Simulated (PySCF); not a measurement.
Ionisation energy of Os(50+) by level of theory

Os(50+) [Ar] 3d8 [3d3/2^4 3d5/2^4, M_J = 4] → Os(51+) [Ar] 3d7 [3d3/2^4 3d5/2^3, M_J = 9/2], as a difference of total energies. All numbers are calculated (PySCF 2.14, the two-component X2C-1e Hamiltonian, in an uncontracted even-tempered set (15 s from 13 bohr⁻², ratio 2.8; 13 p from 17 bohr⁻², ratio 2.8; 8 d from 17 bohr⁻², ratio 2.8; 3 f from 62 bohr⁻², ratio 3)). Correlated levels: [Ne] frozen; the 78 highest virtual spinors dropped. "Screened" scales the spin-orbit matrix elements by Boettger's factors to mimic the two-electron term; Breit and QED terms are absent.

```json
{"method": "GHF (spin-free)", "ionisation energy (eV)": "4665.9"}
{"method": "GMP2 (spin-free)", "ionisation energy (eV)": "4667.1"}
{"method": "GHF (screened spin-orbit)", "ionisation energy (eV)": "4637.0"}
{"method": "GMP2 (screened spin-orbit)", "ionisation energy (eV)": "4638.1"}
```

Breit and QED terms and the two-electron picture change are absent.

The spin-free rows relax to the high-spin LS determinant and lack the spin-orbit shift.

The labels give the starting determinants; with spin-orbit coupling the two ends relaxed to ⟨J²⟩ = 20.00, ⟨L²⟩ = 13.16, ⟨S²⟩ = 1.79 and ⟨J²⟩ = 24.75, ⟨L²⟩ = 16.05, ⟨S²⟩ = 2.53.

For comparison: 4635 ± 4 eV (theoretical estimate listed by NIST; NIST Atomic Spectra Database, ionization energies).
